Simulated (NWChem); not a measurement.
All runs are NWChem calculations. System: ClSn, charge 0, spin multiplicity 2, at a geometry optimised with UPBE0/def2-SVP with def2 effective core potentials on Sn. The structure started from a generated list of species. Its SCF solution wasn't tested for a lower state. Level: UHF/def2-SVP with def2 effective core potentials on Sn.

The NWChem input:

```
start mol
memory heap 200 mb stack 900 mb global 1100 mb
geometry units angstroms nocenter noautoz
  Sn     0.000000     0.000000     0.607471
  Cl     0.000000     0.000000    -1.786679
  symmetry group C2v
end
basis spherical
  * library def2-svp
end
ecp
  Sn library def2-ecp
end
scf
  uhf
  nopen 1
  maxiter 100
  thresh 1e-7
  semidirect memsize 60000000 filesize 0
  # guess.movecs holds the orbitals of an unrestricted PBE0 run
  vectors input guess.movecs output mol.movecs
end
task scf energy
```

NWChem printed:

```
             Northwest Computational Chemistry Package (NWChem) 7.3.0
             --------------------------------------------------------

                                NWChem Input Module
                                -------------------

 Scaling coordinates for geometry "geometry" by  1.889725989
 (inverse scale =  0.529177249)

 Turning off AUTOSYM since
 SYMMETRY directive was detected!

                             Geometry "geometry" -> ""
                             -------------------------

 Output coordinates in angstroms (scale by  1.889725989 to convert to a.u.)

  No.       Tag          Charge          X              Y              Z
 ---- ---------------- ---------- -------------- -------------- --------------
    1 Sn                  50.0000     0.00000000     0.00000000     0.60747100
    2 Cl                  17.0000     0.00000000     0.00000000    -1.78667900

 Effective nuclear repulsion energy (a.u.)     187.8748873921

            Nuclear Dipole moment (a.u.)
            ----------------------------
        X                 Y               Z
 ---------------- ---------------- ----------------
     0.0000000000     0.0000000000     0.0000132281

      Symmetry information
      --------------------

 Group name             C2v
 Group number             16
 Group order               4
 No. of unique centers     2

      Symmetry unique atoms

     1    2


 Summary of "ao basis" -> "" (spherical)
 ------------------------------------------------------------------------------
       Tag                 Description            Shells   Functions and Types
 ---------------- ------------------------------  ------  ---------------------
 *                          def2-svp                  on all atoms

 Summary of "ao basis" -> "ao basis" (spherical)
 ------------------------------------------------------------------------------
       Tag                 Description            Shells   Functions and Types
 ---------------- ------------------------------  ------  ---------------------
 Sn                         def2-svp                10       26   4s4p2d
 Cl                         def2-svp                 8       18   4s3p1d

                                 NWChem SCF Module
                                 -----------------

  ao basis        = "ao basis"
  functions       =    44
  atoms           =     2
  alpha electrons =    20
  beta  electrons =    19
  charge          =   0.00
  wavefunction    = UHF
  use symmetry    = T
  symmetry adapt  = T

 Summary of "ao basis" -> "ao basis" (spherical)
 ------------------------------------------------------------------------------
       Tag                 Description            Shells   Functions and Types
 ---------------- ------------------------------  ------  ---------------------
 Sn                         def2-svp                10       26   4s4p2d
 Cl                         def2-svp                 8       18   4s3p1d

      Symmetry analysis of basis
      --------------------------

        a1         21
        a2          3
        b1         10
        b2         10

 Forming initial guess at       0.0s

   Symmetry analysis of molecular orbitals - initial alpha
   -------------------------------------------------------

  Numbering of irreducible representations:

     1 a1          2 a2          3 b1          4 b2

  Orbital symmetries:

     1 a1          2 a1          3 a1          4 b1          5 b2
     6 a1          7 b1          8 a1          9 b2         10 a1
[...]
   Bfn.  Coefficient  Atom+Function         Bfn.  Coefficient  Atom+Function
  ----- ------------  ---------------      ----- ------------  ---------------
    16      1.052170  1 Sn pz                30      0.580235  2 Cl s
    39      0.484863  2 Cl pz                13      0.246400  1 Sn pz
     4     -0.237093  1 Sn s                  3     -0.220027  1 Sn s
    36      0.165087  2 Cl pz

 Vector   23  Occ=0.000000D+00  E= 2.486908D-01  Symmetry=a1
              MO Center= -5.3D-15,  3.2D-15,  4.2D-01, r^2= 5.0D+00
   Bfn.  Coefficient  Atom+Function         Bfn.  Coefficient  Atom+Function
  ----- ------------  ---------------      ----- ------------  ---------------
     3      2.209715  1 Sn s                  4     -2.140712  1 Sn s
    30      0.410388  2 Cl s                  2     -0.374325  1 Sn s
    16      0.282847  1 Sn pz                 1     -0.264357  1 Sn s

                     UHF Final Beta Molecular Orbital Analysis
                     -----------------------------------------

 Vector   17  Occ=1.000000D+00  E=-4.347115D-01  Symmetry=b1
              MO Center=  1.5D-14, -9.4D-17, -1.7D+00, r^2= 1.3D+00
   Bfn.  Coefficient  Atom+Function         Bfn.  Coefficient  Atom+Function
  ----- ------------  ---------------      ----- ------------  ---------------
    37      0.650526  2 Cl px                34      0.443197  2 Cl px
    31      0.260681  2 Cl px

 Vector   18  Occ=1.000000D+00  E=-4.291541D-01  Symmetry=b2
              MO Center= -2.8D-16, -9.2D-14, -1.7D+00, r^2= 1.3D+00
   Bfn.  Coefficient  Atom+Function         Bfn.  Coefficient  Atom+Function
  ----- ------------  ---------------      ----- ------------  ---------------
    38      0.655487  2 Cl py                35      0.447109  2 Cl py
    32      0.262587  2 Cl py

 Vector   19  Occ=1.000000D+00  E=-3.896711D-01  Symmetry=a1
              MO Center= -9.0D-15,  3.2D-16,  3.7D-02, r^2= 3.8D+00
   Bfn.  Coefficient  Atom+Function         Bfn.  Coefficient  Atom+Function
  ----- ------------  ---------------      ----- ------------  ---------------
     3      0.514733  1 Sn s                 39     -0.451128  2 Cl pz
     4      0.330526  1 Sn s                 36     -0.299765  2 Cl pz
    13      0.271909  1 Sn pz                 2     -0.216233  1 Sn s
     1     -0.185358  1 Sn s                 33     -0.177228  2 Cl pz

 Vector   20  Occ=0.000000D+00  E= 1.214550D-03  Symmetry=b1
              MO Center=  4.6D-13, -7.1D-16,  5.9D-01, r^2= 4.1D+00
   Bfn.  Coefficient  Atom+Function         Bfn.  Coefficient  Atom+Function
  ----- ------------  ---------------      ----- ------------  ---------------
    14      0.740230  1 Sn px                11      0.381342  1 Sn px
    37     -0.236873  2 Cl px

 Vector   21  Occ=0.000000D+00  E= 4.091739D-02  Symmetry=b2
              MO Center= -5.2D-16, -2.0D-14,  6.1D-01, r^2= 4.2D+00
   Bfn.  Coefficient  Atom+Function         Bfn.  Coefficient  Atom+Function
  ----- ------------  ---------------      ----- ------------  ---------------
    15      0.784056  1 Sn py                12      0.331022  1 Sn py
    38     -0.223207  2 Cl py

 Vector   22  Occ=0.000000D+00  E= 9.882012D-02  Symmetry=a1
              MO Center= -9.1D-15,  2.5D-15,  6.2D-01, r^2= 5.0D+00
   Bfn.  Coefficient  Atom+Function         Bfn.  Coefficient  Atom+Function
  ----- ------------  ---------------      ----- ------------  ---------------
    16      1.060451  1 Sn pz                30      0.574613  2 Cl s
    39      0.480913  2 Cl pz                 3     -0.279138  1 Sn s
     4     -0.241149  1 Sn s                 13      0.220818  1 Sn pz
    36      0.163985  2 Cl pz

 center of mass
 --------------
 x =   0.00000000 y =   0.00000000 z =   0.11303219

 moments of inertia (a.u.)
 ------------------
         552.049547603621           0.000000000000           0.000000000000
           0.000000000000         552.049547603621           0.000000000000
           0.000000000000           0.000000000000           0.000000000000

  Mulliken analysis of the total density
  --------------------------------------

    Atom       Charge   Shell Charges
 -----------   ------   -------------------------------------------------------
    1 Sn  22    21.55   1.60  0.43  1.25  0.63  3.26  2.73  0.87  0.69  9.78  0.30
    2 Cl  17    17.45   2.00  1.99  1.19  0.79  5.94  2.06  3.47  0.01

  Mulliken analysis of the alpha density
  --------------------------------------

    Atom       Charge   Shell Charges
 -----------   ------   -------------------------------------------------------
    1 Sn  22    11.27   0.80  0.22  0.62  0.33  1.62  1.38  0.68  0.58  4.88  0.16
    2 Cl  17     8.73   1.00  1.00  0.60  0.39  2.97  1.04  1.73  0.01

   Mulliken analysis of the beta density
   -------------------------------------

    Atom       Charge   Shell Charges
 -----------   ------   -------------------------------------------------------
    1 Sn  22    10.28   0.80  0.22  0.63  0.30  1.64  1.35  0.19  0.11  4.90  0.14
    2 Cl  17     8.72   1.00  1.00  0.59  0.39  2.97  1.02  1.74  0.01

   Mulliken analysis of the spin density
   -------------------------------------

    Atom       Charge   Shell Charges
 -----------   ------   -------------------------------------------------------
    1 Sn  22     0.99   0.00  0.00 -0.01  0.03 -0.02  0.03  0.48  0.47 -0.02  0.02
    2 Cl  17     0.01   0.00  0.00  0.00 -0.00  0.00  0.02 -0.01  0.00

       Multipole analysis of the density wrt the origin
       ------------------------------------------------

     L   x y z        total         alpha         beta         nuclear
     -   - - -        -----         -----         ----         -------
     0   0 0 0      0.000000    -20.000000    -19.000000     39.000000

     1   1 0 0      0.000000      0.000000      0.000000      0.000000
     1   0 1 0     -0.000000     -0.000000      0.000000      0.000000
     1   0 0 1      1.222526     16.167056     17.198161    -32.142691

     2   2 0 0    -25.123591    -13.622139    -11.501452      0.000000
     2   1 1 0     -0.000000     -0.000000     -0.000000      0.000000
     2   1 0 1     -0.000000     -0.000000      0.000000      0.000000
     2   0 2 0    -29.556285    -18.364694    -11.191592      0.000000
     2   0 1 1     -0.000000      0.000000     -0.000000      0.000000
     2   0 0 2    -31.171551   -128.717044   -125.239759    222.785253

 Task  times  cpu:        0.4s     wall:        0.4s

 Total times  cpu:        0.4s     wall:        0.4s
```
